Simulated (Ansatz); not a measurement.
The cluster Sb₄⁻, relaxed as a doublet with UKS PBE0-D4/def2-SVPD in Ansatz, starting from the GFN2-xTB geometry. Force threshold 0.02 eV/Å.

In the def2 sets Sb takes a core potential; there is no spin–orbit coupling. The charge -1 doublet is spin-contaminated (final ⟨S²⟩ up to 2.03, 0.75 for a pure state). Another isomer (doublet) lies 2.74 eV lower at PBE0-D4/def2-TZVPD; other spin states weren't run for this one.

Start:

```xyz
4

Sb    0.631    0.764    2.459
Sb   -0.507    1.817   -1.862
Sb   -0.128   -2.581   -0.595
Sb    0.004   -0.001   -0.001
```

| step | energy (eV) | largest force component (eV/Å) | SCF passes |
| --- | --- | --- | --- |
| 1 | -26153.3385 | 0.288 | 87 |
| 2 | -26153.3628 | 0.167 | 54 |
| 3 | -26153.4137 | 0.450 | 43 |
| 4 | -26153.4558 | 0.402 | 28 |
| 5 | -26153.4775 | 0.126 | 32 |
| 6 | -26153.4782 | 0.018 | 28 |

Force components are those of the run's own axes.

End:

```xyz
4

Sb    0.626    0.341    2.417
Sb   -0.558    2.008   -2.060
Sb   -0.021   -2.513   -0.190
Sb   -0.047    0.164   -0.167
```

By distances, no bond broke or formed. The bond that changes most is Sb2–Sb4, from 2.65 to 2.69 Å (atoms count from 1).

No frequencies were taken in this run, so the end may be a saddle point.

Run time 58 s (4 threads of Arm Neoverse N1 on a shared host), peak host memory 0.74 GiB.
